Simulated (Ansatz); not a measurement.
Start from `[O]=[W]([OH])([OH])=[S]` and change one element to get `[O]=[Mo]([OH])([OH])=[S]`.

Ansatz, PBE0-D4/def2-TZVP geometries, multiplicity 1. Each molecule was computed in one conformer, which needn't be the lowest.

Elements past krypton have def2 core potentials.

```
                                      property  `[O]=[W]([OH])([OH])=[S]`
            LUMO energy (PBE0/def2-TZVPP) / eV                      -2.21
           HOMO–LUMO gap (PBE/def2-TZVPP) / eV                       3.46
           LUMO energy (B3LYP/def2-TZVPP) / eV                      -2.40
           HOMO energy (B3LYP/def2-TZVPP) / eV                      -7.38
zero-point energy (PBE0-D4/def2-TZVP) / kJ/mol                       82.7
         LUMO energy (ωB97M-V/def2-TZVPP) / eV                      -0.15
```

(1) What does the change do to each property? (Best estimate.)

Answers

(1) Ansatz gave: 
```tsv
property	`[O]=[Mo]([OH])([OH])=[S]`	shift
LUMO energy (PBE0/def2-TZVPP) / eV	-2.66	-0.45
HOMO–LUMO gap (PBE/def2-TZVPP) / eV	3.04	-0.42
LUMO energy (B3LYP/def2-TZVPP) / eV	-2.85	-0.45
HOMO energy (B3LYP/def2-TZVPP) / eV	-7.38	0.00
zero-point energy (PBE0-D4/def2-TZVP) / kJ/mol	82.7	0.0
LUMO energy (ωB97M-V/def2-TZVPP) / eV	-0.59	-0.44
```

B3LYP here is the variant with VWN-RPA as its local correlation; programs differ in this.
